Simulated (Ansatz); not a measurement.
Geometry optimisation, RKS PBE-D4/def2-SVP (Ansatz 0.2.0).

The input (input.yaml):

```yaml
crystal:
  periodic: [false, false, false]
  atoms:
    - { symbol: Zn, position_ang: [0.17398, -0.158351, 0.241284] }
    - { symbol: C, position_ang: [0.142349, -0.129106, 2.207117] }
    - { symbol: H, position_ang: [-0.851304, -0.447672, 2.580042] }
    - { symbol: H, position_ang: [0.905299, -0.817083, 2.624037] }
    - { symbol: H, position_ang: [0.357284, 0.892561, 2.578765] }
    - { symbol: Cl, position_ang: [0.166456, -0.151285, -1.883949] }
    - { symbol: H, position_ang: [-1.858035, 1.647892, 0.782411] }
    - { symbol: H, position_ang: [-1.431029, 1.267444, 1.224793] }
basis:
  gaussian: { orbitals: def2-SVP }
hamiltonian:
  xc: pbe
  dispersion: d4
relax:
  f_tol: 0.03
  max_steps: 50
output:
  orbitals: {}
```

Run as:

```bash
$ ansatz run input.yaml --threads 2 --pin off --max-ram 3072MiB --backend cpu --events-out ev --progress --plain --runs-dir out
```

Problem. Where does it end, and by what steps?

Solution. It converged. The force dipped under the threshold on the way, but the program's further checks kept it going. After 18 steps the energy has fallen by 0.208 eV; H8 moved furthest, 1.43 Å.

```csv
step,energy less start (eV),largest force component (eV/Å),accepted
0,0.0000,1.181,yes
1,-0.1148,0.234,yes
2,-0.1437,0.149,yes
3,-0.1514,0.050,yes
4,-0.1541,0.066,yes
5,-0.1553,0.379,yes
6,-0.1664,0.047,yes
7,-0.1736,0.588,yes
8,-0.1861,0.377,yes
9,-0.1673,1.179,no
10,-0.1939,0.048,yes
11,-0.1993,0.137,yes
12,-0.1954,0.606,no
13,-0.2024,0.086,yes
14,-0.2043,0.121,yes
15,-0.2064,0.009,yes
16,-0.2078,0.116,yes
17,-0.2082,0.068,yes
18,-0.2085,0.019,yes
```

```xyz
8
Properties=species:S:1:pos:R:3
Zn 0.156 -0.142 0.538
C 0.442 -0.396 2.429
H -0.479 -0.777 2.914
H 1.258 -1.126 2.606
H 0.718 0.562 2.912
Cl -0.149 0.127 -1.555
H -1.975 1.754 -0.027
H -2.366 2.102 0.538
```

The run took 29 s on 2 threads of Arm Neoverse V1, on a shared host, peak memory 0.13 GiB.
